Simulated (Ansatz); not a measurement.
`N[SiH2]C=O` → `NC=O` + `[SiH2]` at 700 K and 1 bar (silylene formation by 1,1-elimination).

Isolated molecules relaxed with PBE0-D4/def2-TZVP in Ansatz; ΔE leaves out vibrations. CCSD(T)/CBS adds triple-zeta CCSD(T) − MP2 to the extrapolated MP2 energy (def2 sets, frozen cores). This one scheme is used for every species. Each species was taken in one conformer, which may not be the lowest.

| species | CCSD(T)/CBS energy (Eh) | H − E (kJ/mol) | S (J/(mol·K)) |
| --- | --- | --- | --- |
| `N[SiH2]C=O` | -460.01140 | 228.0 | 424.4 |
| `NC=O` | -169.73435 | 160.3 | 314.7 |
| `[SiH2]` | -290.19011 | 56.3 | 240.4 |

H − E and S are ideal-gas, rigid-rotor, harmonic terms from PBE0-D4/def2-TZVP, for one conformer and one mirror image of each species. 1 Eh = 2625.50 kJ/mol, R = 8.31446 J/(mol·K).

Task: By hand: ΔE, ΔH, ΔS and ΔG.

Result: ΔE = (-169.73435) + (-290.19011) − (-460.01140) = 0.08694 Eh = 228.3 kJ/mol. Δ(H − E) = 160.3 + 56.3 − 228.0 = -11.4, so ΔH = 216.9 kJ/mol. ΔS = 314.7 + 240.4 − 424.4 = 130.7 J/(mol·K). ΔG = 216.9 − 700 × (130.7)/1000 = 125.4 kJ/mol.

Task: By hand: the equilibrium constant, and the temperature at which ΔG would vanish if ΔH and ΔS stayed fixed.

Result: log₁₀ K = −ΔG/(RT ln 10) = -9.4. ΔG = 0 at ΔH/ΔS = 1660 K.

The number of gas molecules changes by +1, which sets the sign of ΔS. A doubt of 5 kJ/mol in ΔE shifts log₁₀ K by 0.4 here. Other conformers and mirror images would add mixing entropy, several J/(mol·K) or more a flexible species. These are equilibria of isolated gas molecules and say nothing of rates. Largest T1 diagnostic: 0.016 (customary marks: 0.02 for closed shells, 0.045 for open ones).
